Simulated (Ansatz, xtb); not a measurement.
**Ranking isomers of C5H4F3N**

3 gas-phase structures of C5H4F3N, from a drawn sample of its isomers (lower ones may exist). Each was relaxed with GFN2-xTB:

A. `N#CC1(C(F)(F)F)CC1`, a singlet
B. `N#C[C@@H]1C[C@H]1C(F)(F)F`, a singlet
C. `N#C[C@@H]1C[C@@H]1C(F)(F)F`, a singlet

**Question.** Make a reasoned guess at their ranking by r2SCAN-D4/def2-SVP single-point energy.

**Answer.** Calculated order at r2SCAN-D4/def2-SVP: B (0.0), A (1.8), C (2.1) kcal/mol. Less than 1 kcal/mol parts A and C, so the order within that pair means little.

Energies above the lowest of each column, in kcal/mol; the last columns are at PBE-D3(BJ)/def2-SVP geometries:

| structure | GFN2-xTB | HF/STO-3G | r2SCAN-D4/def2-SVP | PBE-D3(BJ)/def2-SVP | CCSD(T)/def2-SVP + ΔMP2/def2-TZVPP |
| --- | --- | --- | --- | --- | --- |
| B | 0.0 | 0.0 | 0.0 | 0.0 | 0.0 |
| A | 1.8 | 1.1 | 1.8 | 2.1 | 1.9 |
| C | 1.4 | 1.2 | 2.1 | 1.9 | 2.1 |

Every level run on B puts it lowest or level with the lowest. ΔMP2 is the change of the MP2 energy from the smaller to the larger basis.

Programs: Ansatz 0.2.0, xtb 6.7.1.
